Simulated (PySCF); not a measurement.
Atoms are numbered as in `[N:1]#[C:2][Si:3]([C:4]#[N:5])([C:6]#[N:7])[C:8]#[N:9]`.

Geometry: PBE0-D3(BJ)/def2-SVP; GIAO shifts from PySCF 2.14.0 with density-fitted response routines, gas phase, non-relativistic, averaged over equivalent atoms.

At PBE0/pcSseg-1 (160 basis functions, 15 s wall time on 1 thread of an Arm Neoverse V2, shared host):
```csv
atoms,δ (ppm)
N1/N5/N7/N9,392.8
C2/C4/C6/C8,115.4
Si3,-130.8
```

Chemical shifts δ = σref − σ; ¹⁵N (σ = 265.67 ppm) against NH3; TMS for ¹³C (σ = 184.41 ppm) and ²⁹Si (σ = 351.99 ppm), all at this level.

**Question.** What do these become at wB97X-D/pcSseg-2?

**Answer.** 
```tsv
atoms	δ at wB97X-D/pcSseg-2	change
N1/N5/N7/N9	390.2	-2.6
C2/C4/C6/C8	120.7	+5.3
Si3	-128.0	+2.8
```

δ = σ(ref) − σ, references computed at the same level: NH3 for ¹⁵N (σref 260.06); ¹³C (σref 184.42) and ²⁹Si (σref 340.70) against TMS.

The largest change is at C2/C4/C6/C8 (nitrile carbon). Cost: 331 basis functions, 69 s wall time on 1 thread of an Arm Neoverse V2, shared host.

Experimental scales use liquid or dissolved standards, which lie at an offset from isolated NH3 (liquid NH3: subtract about 20 ppm). Unscaled 15N shifts of sp2 nitrogen come out 20 to 40 ppm too high even then.
